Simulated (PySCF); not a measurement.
GaI3, SMILES [I][Ga]([I])[I].

Geometry optimised at B3LYP-D3(BJ)/def2-SVP. The isomer is the one that the SMILES or the coordinates give; other isomers of the formula were not compared. The def2 effective core potentials stand for the cores of I; spin–orbit coupling is left out.

Calculation: PySCF with PBE/def2-TZVP.

Symmetry labels are those of the subgroup C2v that the program uses (full group D3h).

Computed valence orbital energies around the gap with their symmetry:
```tsv
orbital	symmetry	energy (eV)
HOMO−7	B1	-8.54
HOMO−6	A1	-8.54
HOMO−5	B2	-7.56
HOMO−4	A1	-6.99
HOMO−3	B1	-6.99
HOMO−2	A2	-6.97
HOMO−1	B2	-6.97
HOMO	B1	-6.65
LUMO	A1	-3.46
LUMO+1	B2	-2.75
LUMO+2	A1	-0.30
LUMO+3	B1	-0.30
```
